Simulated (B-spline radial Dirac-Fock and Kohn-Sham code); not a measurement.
## X-ray emission lines of Au²⁵⁺

System: gold as Au²⁵⁺, 1s2 2s2 2p6 3s2 3p6 3d10 4s2 4p6 4d10 4f8.

Level of theory: Dirac-Fock ΔSCF + Breit + QED; an atomic code on a B-spline grid. A line energy is the difference of two single-hole energies; the list is a selection of electric-dipole transitions between resolved j subshells. The model has no electron correlation.

```csv
line,energy (keV),wavelength (Å)
Kβ2',80.239,0.15452
Kβ2'',80.133,0.15472
Kβ1,77.982,0.15899
Kβ3,77.575,0.15983
Kα1,68.803,0.18020
Kα2,66.988,0.18508
Lγ3,13.878,0.89340
Lγ2,13.772,0.90028
Lγ1,13.450,0.92185
Lγ5,13.024,0.95196
Lβ2,11.655,1.0638
Lβ15,11.635,1.0656
```

Values without a named source are computed, but for edge energies of neutral atoms, which are taken from tables.
